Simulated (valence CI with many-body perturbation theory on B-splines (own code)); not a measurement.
# Forbidden lines of Fe19+

Calculated by valence CI with perturbative core correlation (CI+MBPT): five valence electrons over a frozen Dirac-Fock core [He], a basis of 9 s, 9 p, 8 d, 6 f, 3 g, 1 h functions for each j, with the one-electron correlation potential Σ1, the two-electron term Σ2, the three-electron term Σ3, Breit, model QED; selected CI, second order for the rest (own B-spline code, finite nucleus).

No measured spectrum was set against this ion. As an estimate, levels of excited configurations hold to 0.05 to 0.15 % of their energy, terms of the ground configuration to about 0.5 %. Among the levels kept, up to 2100 cm⁻¹ of a level comes from second order outside the variational space, and about a tenth of that is noise between levels of different J, which matters for small intervals.

Lines 1 to 38 of 38 in falling wavelength, among levels below 73.101 Ry, chosen from the decays that carry over 1 % of a level's rate. Wavelengths and rates use the calculated energies, so an error of 700 cm⁻¹ moves a line at 821.0 Å by 0.57 % and its rate by three times that or more. Electric multipoles are in the length gauge, E1 and E2 with the static RPA response of the core. S is in atomic units (e²a₀⁴ for E2 and M2, e²a₀⁶ for E3), for M1 in squared Bohr magnetons. Weak lines are less certain than strong ones. Lines between different terms over intervals too small for the method are left out, as are lines whose strength nearly cancels.

Names give the largest LS component (configuration and term), which can be under half, so a name can repeat, a term be missing and a line seem to break the LS rules; names also repeat where a configuration has a term twice. Letters in brackets count levels of one name in rising energy.

| λ vac (Å) | Upper | Lower | Type | A (s⁻¹) | S (a.u.) |
| --- | --- | --- | --- | --- | --- |
| 2666 | 2s²2p³ ²D°_5/2 | 2s²2p³ ²D°_3/2 | M1 | 4.26e+02 | 1.79e+00 |
| 1588 | 2s²2p³ ²P°_3/2 | 2s²2p³ ²P°_1/2 | M1 | 1.62e+03 | 9.63e-01 |
| 821.0 | 2s²2p³ ²P°_1/2 | 2s²2p³ ²D°_3/2 | M1 | 5.84e+03 | 2.39e-01 |
| 719.9 | 2s²2p³ ²D°_3/2 | 2s²2p³ ⁴S°_3/2 | M1 | 1.58e+04 | 8.75e-01 |
| 679.1 | 2s²2p³ ²P°_3/2 | 2s²2p³ ²D°_5/2 | M1 | 1.22e+04 | 5.65e-01 |
| 566.9 | 2s²2p³ ²D°_5/2 | 2s²2p³ ⁴S°_3/2 | M1 | 1.26e+03 | 5.10e-02 |
| 541.2 | 2s²2p³ ²P°_3/2 | 2s²2p³ ²D°_3/2 | M1 | 4.36e+04 | 1.03e+00 |
| 383.6 | 2s²2p³ ²P°_1/2 | 2s²2p³ ⁴S°_3/2 | M1 | 3.15e+04 | 1.32e-01 |
| 309.0 | 2s²2p³ ²P°_3/2 | 2s²2p³ ⁴S°_3/2 | M1 | 2.93e+04 | 1.28e-01 |
| 14.62 | 2s²2p²3d ²G_9/2 | 2s2p⁴ ²D_5/2 | E2 | 3.11e+07 | 1.86e-04 |
| 13.85 | 2s²2p²3p ⁴D°_1/2 | 2s²2p³ ²D°_3/2 | E2 | 6.60e+08 | 6.01e-04 |
| 13.80 | 2s²2p²3p ²S°_1/2 | 2s²2p³ ²D°_5/2 | E2 | 9.82e+08 | 8.79e-04 |
| 13.79 | 2s²2p²3p ²P°_1/2 [a] | 2s²2p³ ²P°_3/2 | E2 | 6.58e+08 | 5.86e-04 |
| 13.73 | 2s²2p²3p ²S°_1/2 | 2s²2p³ ²D°_3/2 | E2 | 9.32e+08 | 8.12e-04 |
| 13.71 | 2s²2p²3p ²D°_5/2 [a] | 2s²2p³ ²P°_1/2 | E2 | 6.10e+08 | 1.58e-03 |
| 13.69 | 2s²2p²3p ⁴P°_5/2 | 2s²2p³ ²D°_5/2 | E2 | 1.27e+09 | 3.28e-03 |
| 13.69 | 2s²2p²3p ²F°_5/2 | 2s²2p³ ²P°_3/2 | E2 | 1.11e+09 | 2.86e-03 |
| 13.68 | 2s²2p²3p ⁴D°_3/2 [b] | 2s²2p³ ²D°_3/2 | E2 | 1.13e+09 | 1.94e-03 |
| 13.67 | 2s²2p²3p ²D°_3/2 [a] | 2s²2p³ ²D°_5/2 | E2 | 6.82e+08 | 1.16e-03 |
| 13.66 | 2s²2p²3p ²F°_7/2 | 2s²2p³ ²P°_3/2 | E2 | 3.97e+08 | 1.35e-03 |
| 13.66 | 2s²2p²3p ⁴D°_5/2 | 2s²2p³ ²D°_3/2 | E2 | 1.82e+08 | 4.63e-04 |
| 13.65 | 2s²2p²3p ⁴D°_7/2 | 2s²2p³ ²D°_5/2 | E2 | 2.58e+08 | 8.73e-04 |
| 13.63 | 2s²2p²3p ⁴P°_1/2 | 2s²2p³ ²D°_3/2 | E2 | 7.37e+08 | 6.20e-04 |
| 13.62 | 2s²2p²3p ²D°_5/2 [b] | 2s²2p³ ²P°_3/2 | E2 | 1.21e+09 | 3.04e-03 |
| 13.60 | 2s²2p²3p ²D°_3/2 [a] | 2s²2p³ ²D°_3/2 | E2 | 1.18e+09 | 1.95e-03 |
| 13.59 | 2s²2p²3p ⁴D°_1/2 | 2s²2p³ ⁴S°_3/2 | E2 | 1.52e+09 | 1.26e-03 |
| 13.56 | 2s²2p²3p ²P°_3/2 [a] | 2s²2p³ ²D°_5/2 | E2 | 9.09e+08 | 1.49e-03 |
| 13.55 | 2s²2p²3p ²D°_5/2 [a] | 2s²2p³ ²D°_5/2 | E2 | 9.17e+08 | 2.25e-03 |
| 13.51 | 2s²2p²3p ²P°_1/2 [a] | 2s²2p³ ²D°_5/2 | E2 | 2.17e+09 | 1.74e-03 |
| 13.51 | 2s²2p²3p ⁴D°_3/2 [a] | 2s²2p³ ⁴S°_3/2 | E2 | 1.30e+09 | 2.08e-03 |
| 13.47 | 2s²2p²3p ²S°_1/2 | 2s²2p³ ⁴S°_3/2 | E2 | 3.45e+08 | 2.74e-04 |
| 13.45 | 2s²2p²3p ²P°_1/2 [a] | 2s²2p³ ²D°_3/2 | E2 | 1.14e+09 | 8.92e-04 |
| 13.41 | 2s²2p²3p ²P°_1/2 [c] | 2s²2p³ ²P°_3/2 | E2 | 1.12e+09 | 8.67e-04 |
| 13.40 | 2s²2p²3p ⁴D°_5/2 | 2s²2p³ ⁴S°_3/2 | E2 | 1.31e+09 | 3.05e-03 |
| 13.39 | 2s²2p²3p ²F°_7/2 | 2s²2p³ ²D°_5/2 | E2 | 1.24e+09 | 3.83e-03 |
| 13.35 | 2s²2p²3p ²F°_5/2 | 2s²2p³ ²D°_3/2 | E2 | 7.72e+08 | 1.76e-03 |
| 13.33 | 2s²2p²3p ⁴D°_7/2 | 2s²2p³ ⁴S°_3/2 | E2 | 1.56e+09 | 4.69e-03 |
| 13.33 | 2s²2p²3p ²F°_7/2 | 2s²2p³ ²D°_3/2 | E2 | 6.87e+08 | 2.06e-03 |
